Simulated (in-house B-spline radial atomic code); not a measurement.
A calculation on Nd³⁺: its settings, and results tabulated from the run. Method: scalar-relativistic (X2C) RPBE, spin-polarised, spherical fractional occupations, Fermi nucleus of rms radius 4.9123 fm. Calculated with an all-electron radial atomic-structure program (B-spline basis).

Command:
```bash
python run_scf.py task.json out
```
Settings (nuclear radius in fm, mass in u):
```
Z                60
configuration    [Xe] 4f3
hamiltonian      x2c
method           rpbe,pbe
spin_polarised   True
nucleus          fermi
rms_radius       4.9123
atomic_mass      141.90773
speed_of_light   137.035999084
```

Output (hartree, bohr):
```
 radial grid: 73 intervals, B-splines of order 8, outer radius 39.1892 bohr

 iter        energy (Eh)    residual
    1       -9605.279326    5.49e-01
    2       -9611.050714    6.23e-01
    3       -9621.606506    1.25e-01
    4       -9621.942717    3.70e-02
    5       -9621.964772    8.91e-03
    6       -9621.967376    2.12e-03
    7       -9621.967426    8.04e-04
    8       -9621.967452    9.87e-05
    9       -9621.967453    3.24e-06
   10       -9621.967453    2.26e-07

 total energy                     -9621.96745
 kinetic                           10380.5699
 electron-nucleus                 -23454.3298
 Hartree                            3676.2298
 exchange-correlation               -224.4374

 orbital      occ     eigenvalue          <r>       <r^2>       <1/r>       r_max
 1s up      1.000     -1592.3350    0.0229495 0.000726143     70.3005     0.01429
 1s down    1.000     -1592.3350    0.0229495 0.000726143     70.3005     0.01429
 2s up      1.000      -258.5016     0.100355   0.0119483     16.1449     0.08537
 2s down    1.000      -258.5013     0.100354   0.0119481     16.1449     0.08537
 2p up      3.000      -231.4989    0.0884175  0.00955828     14.4953     0.06852
 2p down    3.000      -231.4987    0.0884169  0.00955812     14.4954     0.06852
 3s up      1.000       -57.0179     0.266015   0.0809927     5.76907      0.2439
 3s down    1.000       -56.9846     0.265903   0.0809229     5.77204      0.2439
 3p up      3.000       -48.4710     0.264112   0.0809497     5.29832      0.2387
 3p down    3.000       -48.4378     0.263976   0.0808648     5.30122      0.2387
 3d up      5.000       -36.4609     0.241832   0.0688759     4.98785      0.1961
 3d down    5.000       -36.4353     0.241669   0.0687743     4.99053      0.1961
 4s up      1.000       -12.2819     0.606586    0.415279     2.38027      0.5654
 4s down    1.000       -12.1927     0.606394    0.415005     2.38063      0.5653
 4p up      3.000        -9.4702     0.641405    0.467815     2.15989      0.5896
 4p down    3.000        -9.3804     0.641195    0.467528     2.16031      0.5893
 4d up      5.000        -5.4363     0.703453     0.57372     1.88346       0.618
 4d down    5.000        -5.3458     0.703573    0.574168     1.88332      0.6176
 5s up      1.000        -2.4960      1.43195     2.29798    0.934157       1.303
 5s down    1.000        -2.4431      1.44444     2.33829    0.923608       1.311
 5p up      3.000        -1.7817      1.63655     3.01838    0.799877        1.46
 5p down    3.000        -1.7421      1.65442     3.08448    0.788826       1.473
 4f up      3.000        -1.1640     0.964562     1.19049     1.34602      0.6502
```

Run time, properties included: 0.39 s on 1 thread of Intel(R) Xeon(R) 6975P-C, with other jobs on the host.

One-electron X2C: radii and densities carry no picture-change correction, so inner-shell <1/r> comes out high (for 1s by about 2 % at Z = 33, 5 % at 54, 10 % at 75, 30 % at 118) and <r> low.
